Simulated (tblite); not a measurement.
Record of a relaxation.

Species: C₅H₈AlBr.
Bonds: C1–C2, C2–C3, C3–C4 (triple), C4–C5, C5–Al6, Al6–Br7. Hydrogens: H8, H9, H10 on C1; H11, H12 on C2; H13, H14 on C5; H15 on Al6.

Computed with GFN2-xTB (tblite), gas phase: L-BFGS steps from a force-field or distance-geometry start until the largest atomic force falls under 0.01 eV/Å. 8 of its 119 geometries are shown.

Step 0: E = -541.9172 eV, largest atomic force 2.027 eV/Å
```
atom  x, y, z in Å  |  force x, y, z in eV/Å
C1     -2.328    0.851   -0.071   -0.136   1.268  -0.574
C2     -2.059   -0.577   -0.490    1.933  -0.550   0.262
C3     -0.580   -0.762   -0.344   -1.788  -0.411  -0.045
C4      0.604   -0.887   -0.230    1.326  -0.342   0.489
C5      2.057   -1.050   -0.048   -0.509   0.595  -0.441
Al6     2.766    0.781    0.328    0.580   0.854  -0.855
Br7     5.070    1.148   -0.133   -1.290  -0.093   0.439
H8     -2.929    0.885    0.845    0.233   0.208  -0.342
H9     -1.368    1.421    0.074   -1.034  -0.512  -0.039
H10    -2.871    1.318   -0.918    0.132   0.175   0.802
H11    -2.281   -0.767   -1.544   -0.188   0.007   0.205
H12    -2.622   -1.261    0.160    0.352  -0.099  -0.324
H13     2.324   -1.655    0.829   -0.277  -0.479  -0.305
H14     2.473   -1.462   -0.995   -0.007  -0.073   0.625
H15     1.740    2.026    0.504    0.673  -0.549   0.104
```

Step 17: E = -542.3636 eV, largest atomic force 0.093 eV/Å
```
atom  x, y, z in Å  |  force x, y, z in eV/Å
C1     -2.350    0.882   -0.094    0.007  -0.048  -0.004
C2     -1.992   -0.568   -0.480   -0.042   0.031   0.000
C3     -0.570   -0.801   -0.318   -0.059  -0.019  -0.001
C4      0.617   -0.928   -0.193   -0.031   0.048   0.014
C5      2.053   -1.065   -0.053    0.001  -0.022  -0.001
Al6     2.752    0.791    0.186    0.054   0.018   0.004
Br7     4.947    1.267   -0.040    0.025   0.030   0.013
H8     -2.920    0.908    0.832    0.021   0.012  -0.038
H9     -1.440    1.460    0.054   -0.045   0.032  -0.027
H10    -2.936    1.359   -0.877   -0.023  -0.010   0.050
H11    -2.257   -0.763   -1.525    0.028   0.024   0.044
H12    -2.552   -1.277    0.138    0.045   0.022  -0.028
H13     2.278   -1.746    0.780    0.022  -0.018   0.042
H14     2.464   -1.539   -0.957    0.040  -0.021  -0.043
H15     1.901    2.027    0.514   -0.041  -0.079  -0.026
```

Step 34: E = -542.3989 eV, largest atomic force 0.228 eV/Å
```
atom  x, y, z in Å  |  force x, y, z in eV/Å
C1     -2.401    0.911   -0.090    0.017   0.030   0.063
C2     -1.926   -0.493   -0.477   -0.108  -0.018  -0.019
C3     -0.506   -0.668   -0.264    0.008  -0.081  -0.031
C4      0.673   -0.874   -0.166    0.036  -0.045  -0.034
C5      2.093   -1.153   -0.068    0.134   0.015   0.043
Al6     2.794    0.702    0.139    0.141   0.061   0.040
Br7     4.941    1.443    0.099   -0.210  -0.090  -0.001
H8     -2.796    0.919    0.922   -0.003   0.013   0.029
H9     -1.567    1.604   -0.126    0.007   0.119  -0.087
H10    -3.176    1.255   -0.769   -0.031   0.018   0.033
H11    -2.126   -0.685   -1.534    0.000   0.038  -0.071
H12    -2.471   -1.244    0.098   -0.034  -0.074   0.039
H13     2.270   -1.821    0.782    0.050  -0.057   0.084
H14     2.424   -1.694   -0.964    0.013  -0.028  -0.074
H15     1.770    1.807    0.385   -0.022   0.101  -0.014
```

Step 51: E = -542.4589 eV, largest atomic force 0.122 eV/Å
```
atom  x, y, z in Å  |  force x, y, z in eV/Å
C1     -2.387    0.941   -0.065    0.028   0.043   0.001
C2     -1.863   -0.424   -0.518   -0.017   0.027   0.019
C3     -0.445   -0.635   -0.276   -0.022  -0.023   0.000
C4      0.701   -0.987   -0.144   -0.017   0.082  -0.089
C5      2.128   -1.236   -0.033    0.000   0.033   0.029
Al6     2.662    0.681    0.150    0.041  -0.052  -0.005
Br7     4.794    1.419    0.227    0.000   0.033   0.013
H8     -2.419    1.012    1.022    0.055  -0.024  -0.070
H9     -1.760    1.745   -0.446    0.033  -0.027   0.004
H10    -3.395    1.083   -0.453    0.030   0.004   0.080
H11    -2.027   -0.518   -1.598   -0.021  -0.076   0.059
H12    -2.431   -1.206   -0.003    0.012  -0.042  -0.093
H13     2.341   -1.895    0.817   -0.016  -0.025  -0.010
H14     2.504   -1.739   -0.937   -0.082  -0.005   0.061
H15     1.593    1.768    0.225   -0.024   0.050   0.002
```

Step 67: E = -542.4875 eV, largest atomic force 0.046 eV/Å
```
atom  x, y, z in Å  |  force x, y, z in eV/Å
C1     -2.314    0.922   -0.054    0.046  -0.002   0.000
C2     -1.905   -0.458   -0.568    0.009  -0.003  -0.005
C3     -0.494   -0.712   -0.345   -0.014   0.001  -0.016
C4      0.672   -0.955   -0.177    0.007  -0.023  -0.031
C5      2.091   -1.210    0.004    0.025   0.025   0.001
Al6     2.659    0.700    0.173   -0.023  -0.030  -0.013
Br7     4.775    1.482    0.278    0.017   0.000   0.017
H8     -2.124    1.003    1.013    0.006  -0.004   0.026
H9     -1.742    1.696   -0.562   -0.018   0.009   0.006
H10    -3.373    1.089   -0.233   -0.034   0.027  -0.015
H11    -2.100   -0.520   -1.644   -0.022  -0.021   0.002
H12    -2.496   -1.232   -0.069    0.022   0.006   0.001
H13     2.248   -1.887    0.853    0.011   0.032   0.025
H14     2.494   -1.718   -0.884   -0.018  -0.015  -0.007
H15     1.603    1.809    0.184   -0.014  -0.002   0.009
```

Step 84: E = -542.4907 eV, largest atomic force 0.017 eV/Å
```
atom  x, y, z in Å  |  force x, y, z in eV/Å
C1     -2.303    0.922   -0.052    0.007   0.012   0.007
C2     -1.907   -0.459   -0.574    0.000   0.007   0.005
C3     -0.492   -0.711   -0.375   -0.011  -0.009  -0.010
C4      0.673   -0.961   -0.207   -0.001  -0.004  -0.001
C5      2.092   -1.207   -0.014    0.007   0.008   0.000
Al6     2.651    0.704    0.156   -0.009  -0.005   0.003
Br7     4.765    1.482    0.316    0.000   0.002   0.005
H8     -2.095    0.997    1.014   -0.002   0.002   0.000
H9     -1.738    1.697   -0.566   -0.007  -0.002   0.003
H10    -3.365    1.098   -0.213    0.010  -0.005  -0.003
H11    -2.131   -0.527   -1.644    0.006  -0.010   0.008
H12    -2.485   -1.232   -0.056    0.007   0.005  -0.004
H13     2.247   -1.842    0.869   -0.008  -0.001   0.003
H14     2.497   -1.757   -0.875    0.001   0.006  -0.006
H15     1.587    1.806    0.188    0.000  -0.006  -0.010
```

Step 101: E = -542.4915 eV, largest atomic force 0.020 eV/Å
```
atom  x, y, z in Å  |  force x, y, z in eV/Å
C1     -2.293    0.929   -0.047    0.014  -0.013   0.001
C2     -1.902   -0.453   -0.572    0.007  -0.009   0.000
C3     -0.485   -0.708   -0.386   -0.004  -0.001   0.000
C4      0.678   -0.969   -0.222   -0.003  -0.006   0.006
C5      2.095   -1.218   -0.018    0.003   0.008  -0.002
Al6     2.633    0.700    0.153    0.004  -0.018  -0.008
Br7     4.734    1.499    0.376   -0.001   0.002   0.007
H8     -2.058    1.008    1.012   -0.008   0.012   0.010
H9     -1.747    1.706   -0.577    0.007  -0.005  -0.006
H10    -3.359    1.095   -0.184   -0.004   0.004   0.000
H11    -2.137   -0.528   -1.639   -0.002   0.003   0.006
H12    -2.473   -1.224   -0.044   -0.001   0.005  -0.007
H13     2.240   -1.855    0.865    0.000   0.005  -0.003
H14     2.510   -1.764   -0.876   -0.007   0.005  -0.002
H15     1.559    1.790    0.126   -0.007   0.009  -0.001
```

Step 118: E = -542.4925 eV, largest atomic force 0.007 eV/Å
```
atom  x, y, z in Å  |  force x, y, z in eV/Å
C1     -2.273    0.933   -0.044   -0.003   0.001  -0.002
C2     -1.905   -0.460   -0.555   -0.003   0.000  -0.001
C3     -0.490   -0.726   -0.380   -0.003   0.002   0.001
C4      0.676   -0.982   -0.227   -0.001   0.002   0.002
C5      2.097   -1.220   -0.038    0.002   0.002  -0.001
Al6     2.615    0.702    0.138   -0.003  -0.005   0.001
Br7     4.694    1.518    0.478    0.002   0.000   0.001
H8     -2.054    1.018    1.019    0.000   0.001  -0.002
H9     -1.701    1.693   -0.573    0.000   0.001   0.000
H10    -3.333    1.124   -0.198    0.006  -0.004   0.002
H11    -2.151   -0.542   -1.618    0.000  -0.001  -0.002
H12    -2.481   -1.218   -0.015    0.000  -0.002   0.002
H13     2.257   -1.858    0.842    0.003   0.001   0.000
H14     2.506   -1.761   -0.902   -0.001   0.000  -0.002
H15     1.540    1.788    0.039    0.000   0.000   0.000
```

Q: Summarise the path.

A: The energy falls by 0.5753 eV from step 0 to step 118; nine tenths of that is first reached at step 44. It falls at every step. The largest force goes from 2.027 to 0.007 eV/Å. Among the bonds Al6–Br7 changes most, from 2.378 to 2.259 Å; the atoms move by 0.489 Å rms after alignment.

The cost below is that of the whole relaxation. Hardware: Intel Xeon at 2.50 GHz, one thread, on a shared host. Cost: 3.6 s wall, 2.6 s CPU.
